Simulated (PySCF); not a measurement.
**Working out the excitation energy of Ge**

Ge [Ar] 3d10 4s2 4p2 (3P) → Ge [Ar] 3d10 4s1 4p2 5s1 (5P). All numbers are calculated (PySCF 2.14, scalar relativity through the core potential, in aug-cc-pVDZ-PP with ECP10MDF (5s4p3d, 32 functions)). Frozen: 3s2 3p6 3d10. Energies in hartree (1 hartree = 27.21139 eV):

```csv
part,Ge (lower),Ge (upper)
UHF,-293.341749,-292.999535
CCSD correlation,-0.057237,-0.017998
(T),-0.000901,-0.000123
```

Task: What does Hartree-Fock give?

Result: (-292.999535) − (-293.341749) = 0.342214 hartree = 9.312 eV.

Task: What do CCSD and CCSD(T) give?

Result: The CCSD correlation energies differ by 0.039239 hartree = 1.068 eV and the triples by 0.000778 hartree = 0.021 eV, so CCSD gives 10.380 eV and CCSD(T) 10.401 eV.

The upper state lies above the first ionisation limit, but in LS coupling its spin forbids autoionisation to the ground ion. A Rydberg-like electron needs more diffuse functions than a valence basis has.

A double-zeta basis recovers only part of the correlation energy.
